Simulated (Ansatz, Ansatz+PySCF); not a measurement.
```xyz
5

C     0.0389   -0.0401   -0.6771
O     0.0220   -0.0478    0.6755
H    -0.0375    0.8573    0.9973
H     0.0420   -1.0353   -1.1251
H    -0.4135    0.8010   -1.2138
```

Basis set: def2-SVP (spherical functions). Frozen core: 2 orbitals. Correlation on ROHF uses semicanonical orbitals with singles. Charge 0, multiplicity 2.

Computed with Ansatz (development build ahead of 0.2.0); each method stands on the lowest determinant of its kind that the runs found. Restricted functionals stand beside restricted open-shell atoms, which can lie above the unrestricted atoms usual in DFT and then raise those values.

(1) Give the atomization energy at this shape (free ground-state atoms in the same class of orbitals less the molecule, no zero-point energy) of doublet CH3O by ωB97X (unrestricted), ωB97X (restricted open-shell), r²SCAN (unrestricted), r²SCAN (restricted open-shell), PBE0 (unrestricted), PBE0 (restricted open-shell), PBE (unrestricted), PBE (restricted open-shell), ROHF-CCSD(T), ROHF-MP2, UHF, ROHF.

Answers

(1)

```csv
method,atomization energy
ωB97X (unrestricted),17.75 eV
ωB97X (restricted open-shell),17.86 eV
r²SCAN (unrestricted),17.93 eV
r²SCAN (restricted open-shell),18.04 eV
PBE0 (unrestricted),17.84 eV
PBE0 (restricted open-shell),17.90 eV
PBE (unrestricted),18.29 eV
PBE (restricted open-shell),18.35 eV
ROHF-CCSD(T),16.75 eV
ROHF-MP2,16.92 eV
UHF,12.64 eV
ROHF,12.78 eV
```
